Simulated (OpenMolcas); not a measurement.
S+: RASPT2 settings compared

| Property | Result |
| --- | --- |
| Program | OpenMolcas 26.06 |
| Basis | ANO-RCC-VQZP [6s5p3d2f1g] |
| Scalar Hamiltonian | DKH2, point nucleus |
| Active space | 5 electrons in 9 orbitals (RAS2 3s 3p; RAS3 3d, at most 2 electrons) |
| State averaging | 2S+1 = 4 odd, 1 root; 2S+1 = 2 odd, 8 roots kept (CI in the orbitals of an earlier block); 2S+1 = 4 even, 3 roots |
| Spin-orbit coupling | RASSI with atomic mean-field integrals over the reference wave functions, term energies averaged over their components |

Methods on the same reference wave functions:
A. RASSCF
B. SS-RASPT2, IPEA 0.3 Eh, imaginary shift 0.05 Eh (closed shells correlated: 2s 2p)
C. SS-RASPT2, IPEA 0.1 Eh, sigma1 regulariser 0.05 Eh (closed shells correlated: none)
D. XMS-RASPT2, IPEA 0.35 Eh, imaginary shift 0.1 Eh (closed shells correlated: 2s 2p)

Energies in cm⁻¹ above 3s² 3p³ ⁴S°_3/2, the measured ground level; measured values from NIST Handbook of Basic Atomic Spectroscopic Data.

```
          Level      A      B      C      D  Measured
3s² 3p³ ⁴S°_3/2    0.0    0.0    0.0    0.0       0.0
3s² 3p³ ²D°_3/2  18288  15120  15140  15100     14853
3s² 3p³ ²D°_5/2  18309  15140  15160  15120     14885
3s² 3p³ ²P°_1/2  28667  25130  25150  25150     24525
3s² 3p³ ²P°_3/2  28682  25150  25170  25170     24572
  3s 3p⁴ ⁴P_5/2  79532  79260  78910  79020     79395
  3s 3p⁴ ⁴P_3/2  79854  79580  79230  79340     79757
  3s 3p⁴ ⁴P_1/2  80048  79770  79430  79530     79963
```

Deviations, from unrounded energies. A percentage is the sum of absolute deviations over the sum of measured energies, with the sign that they share, or ± where signs differ.

```csv
Against measurement,Levels,A,B,C,D
mean absolute deviation (cm-1),7,2200,320,480,420
other terms of the ground configuration (%),4,+19.2,+2.2,+2.3,+2.2
other configurations (%),3,+0.1,-0.2,-0.6,-0.5
```

B lies closest to measurement on these levels and A furthest from it. The largest miss of B in the table is 3s² 3p³ ²P°_1/2, by +610 cm-1. The ranking rests on the paired levels alone, and a cruder setting can come out closer through cancelling errors.

Among B to D the level of the table that moves most is 3s 3p⁴ ⁴P_1/2, by 350 cm-1 (lowest in C, highest in B). Moves below CASPT2's spread within the term are not significant.

From A to B the spin-free energies of the other terms of 3s² 3p³ shown, above ⁴S°, scale by factors of 0.83 to 0.88.

The lowest spin-free term lies below A's lowest term by 0.074 hartree in B, 0.034 hartree in C, 0.074 hartree in D.

Term energies are means over components that CASPT2 splits; among the terms shown or strongly mixed into the levels shown the widest spread is 92 cm-1 (3s² 3p³ ²D°, D). Terms from blocks run as CI alone lack orbitals of their own. Active for correlation alone: 3d; no level in the range computed is led by a configuration that fills it, so any true level of that kind is missing. Some terms mix strongly with configurations of 3d, whose occupation reaches 0.20 (3s 3p⁴ ⁴P). Without dynamic correlation excited terms often stand tens of per cent too high (terms of higher spin than the ground term too low), and those without a measured partner can miss by more than the paired ones (holds for A). Computed and measured levels are paired by configuration, term and J; levels that our copy of the source lacks, or whose pairing is in doubt (as where it misses far off the trend of its configuration), stay unpaired and out of the deviations. Levels of configurations outside the active space are missing.

° marks odd parity.
